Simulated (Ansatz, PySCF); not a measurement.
Lewis adduct: GaH3 (SMILES [GaH3]) (first 4 atoms) with NH3 (SMILES N); geometry from B3LYP-D3(BJ)/def2-TZVP, rigid monomers moved along the line of their centres of mass till Ga1···N5 is 3.05 Å.
(charge 0, multiplicity 1):
```xyz
8

Ga     0.47029    -0.36794     0.77091
H      0.08717    -1.90124     0.83918
H     -0.28103     0.54111    -0.28343
H      1.92853     0.05567     1.21425
N     -1.02007     0.55603     3.26906
H     -2.01339     0.36979     3.18184
H     -0.67587     0.07044     4.09048
H     -0.89417     1.55239     3.41198
```

Counterpoise-corrected where a basis set is named; no monomer relaxation.

Cores are frozen in the correlated methods. Filled d and f shells under p-block atoms count as core. CBS(a, b) extrapolates the correlation energy as X⁻³ and adds the Hartree–Fock energy of set b.

The values were computed with Ansatz (Gaussian basis) for Hartree–Fock, density functionals and correlated methods; PySCF for the dispersion terms. Each number belongs to the level named beside it.

PBE/def2-TZVPPD gives -11.40 kcal/mol for the interaction energy.

Question: Where do these levels fall relative to PBE: PBE-D3(BJ)/def2-TZVPPD, r2SCAN/def2-TZVPPD, PBE0/def2-TZVPPD, wB97M-V/def2-TZVPPD, MP2/CBS(aug-cc-pVDZ, aug-cc-pVTZ), CCSD(T)/CBS(aug-cc-pVDZ, aug-cc-pVTZ).

Answer: PBE-D3(BJ)/def2-TZVPPD -0.78; r2SCAN/def2-TZVPPD -0.77; PBE0/def2-TZVPPD 0.15; wB97M-V/def2-TZVPPD -0.41; MP2/CBS(aug-cc-pVDZ, aug-cc-pVTZ) -0.57; CCSD(T)/CBS(aug-cc-pVDZ, aug-cc-pVTZ) -0.52 kcal/mol. 1 of 6 lie above PBE; the widest gap is to PBE-D3(BJ)/def2-TZVPPD.

Ansatz is a quantum-chemistry and plane-wave program.
